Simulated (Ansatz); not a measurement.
The same isomerisation along the group O, S, Se.

Calculated with Ansatz (gas phase, PBE0-D4/def2-TZVP geometries, no zero-point term in ΔE). CCSD(T)/CBS adds triple-zeta CCSD(T) − MP2 to the extrapolated MP2 energy (def2 sets, frozen cores). Small cases extrapolate CCSD(T) itself. DFT in def2-TZVPP. For Se outer-core shells are correlated without core-valence functions, which leaves a few kJ/mol of doubt a bond. Scalar relativity is left out up to krypton. One conformer a species, not always the lowest.

```tsv
reaction	CCSD(T)/CBS(def2) (kcal/mol)
`C=C=O` → `C#CO`	33.1
`C=C=S` → `C#CS`	?
`C=C=[Se]` → `C#C[SeH]`	13.4
```

(1) Fill in the missing values. (An estimate is asked.)

Largest T1 diagnostic: 0.017, for `C=C=S`.

Extrapolated directly: `C=C=O` → `C#CO`; `C=C=S` → `C#CS`.

Results:

(1) The calculation gave: `C=C=S` → `C#CS`: +15.1 kcal/mol.
